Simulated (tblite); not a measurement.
Compound: C5H10OSi.
Structure used (GFN2-xTB), in Å, numbered top down from 1:
```
atom  x, y, z in Å
C1    -1.9080    0.8502    0.5583
C2    -0.8913    0.1264    0.1239
C3    -1.0264   -0.9326   -0.9402
O4     0.0028   -1.8862   -0.8205
Si5    1.1892   -1.5154    0.2383
C6     0.5213    0.2336    0.6297
C7     1.2663    1.3361   -0.1300
H8    -1.7817    1.5972    1.3235
H9    -2.9028    0.7354    0.1609
H10   -1.9868   -1.4519   -0.8631
H11   -0.9615   -0.4820   -1.9396
H12    1.1419   -2.4130    1.3893
H13    2.4619   -1.5159   -0.4714
H14    0.5133    0.4959    1.6892
H15    1.2976    1.1170   -1.1955
H16    0.7689    2.2961    0.0049
H17    2.2885    1.4212    0.2323
```

Computed with GFN2-xTB (tblite): harmonic, unscaled wavenumbers at the GFN2-xTB geometry, gas phase. Errors from tens to a few hundred cm⁻¹ against measured bands are possible. Modes of hydrogen on silicon can be 10 to 20 % off. One conformer, not necessarily the lowest.

Harmonic wavenumbers (cm⁻¹): 53.4, 100.4, 214.5, 229.8, 244.1, 356.4, 444.6, 477.0, 510.4, 579.1, 597.3, 665.3, 701.8, 747.4, 782.3, 813.7, 846.6, 890.0, 942.1, 971.1, 1007.2, 1051.4, 1090.1, 1096.0, 1180.9, 1199.3, 1249.6, 1287.2, 1296.2, 1409.4, 1416.9, 1467.0, 1501.5, 1508.3, 1726.3, 2285.0, 2319.5, 2881.3, 2936.7, 2964.8, 3006.3, 3023.3, 3030.0, 3098.8, 3123.5.

A = 3007, B = 2178, C = 1527 MHz; mass 114.050 u (most abundant isotopes); point group C1, symmetry number 1.

**Question.** Zero-point energy?

**Answer.** ½Σν̃ = 29662 cm⁻¹ = 84.81 kcal/mol.

**Question.** What is S at 400 K and 1 bar for an ideal gas of classical rigid rotors and harmonic oscillators?

**Answer.** Translation 41.60, rotation 28.74, vibration 29.21: S = 99.6 cal/(mol K).

**Question.** And Cp and H(400 K) − H(0)?

**Answer.** Cp = 42.59 cal/(mol K), of which vibrations give 34.64 (their classical limit is 45 R = 89.4); H(400 K) − H(0) = 9.66 kcal/mol without the zero-point energy, 6.48 from vibrations.

**Question.** Blend soft modes into free rotors: weight 1/[1 + (100 cm⁻¹/ν̃)⁴] for the oscillator and the rest for a rotor with moment μB/(μ + B), μ = h/(8π²ν), B = 10⁻⁴⁴ kg m². What vibrational entropy results?

**Answer.** 27.39 cal/(mol K) in place of 29.21, which changes −T·S at 400 K by +0.73 kcal/mol.

**Question.** How do the functions run with temperature in this model?

**Answer.** 
```
T (K)  S (cal/(mol K))  Cp (cal/(mol K))  H − H(0) (kcal/mol)  G − H(0) (kcal/mol)  ln q(vib)
  100             64.4              14.8                 1.10                -5.34       1.02
  200             77.3              23.5                 3.01               -12.45       2.69
  300             88.7              33.4                 5.85               -20.75       4.56
  500            109.9              50.3                14.32               -40.64       8.61
  800            137.4              66.4                32.05               -77.87      14.82
 1000            153.0              73.4                46.06              -106.95      18.76
```

q(vib) and H(0) count from the zero-point level.

**Question.** What must be added to the electronic energy to get the Gibbs energy at 400 K and 1 bar?

**Answer.** ZPE + [H(400 K) − H(0)] − T·S = 84.81 + 9.66 − 39.82 = 54.65 kcal/mol.

**Question.** Which modes carry the vibrational entropy at 400 K?

**Answer.** 53.4 cm⁻¹: 5.27; 100.4 cm⁻¹: 4.02; 214.5 cm⁻¹: 2.55; 229.8 cm⁻¹: 2.42; 244.1 cm⁻¹: 2.31; 356.4 cm⁻¹: 1.62 cal/(mol K); the other 39 give 11.02 together.

Hindered rotation and anharmonicity are outside this model. Other conformers, if any are populated, would add a mixing term that is left out. The structure is chiral; the term R ln 2 for an equal mix with its mirror image is left out.
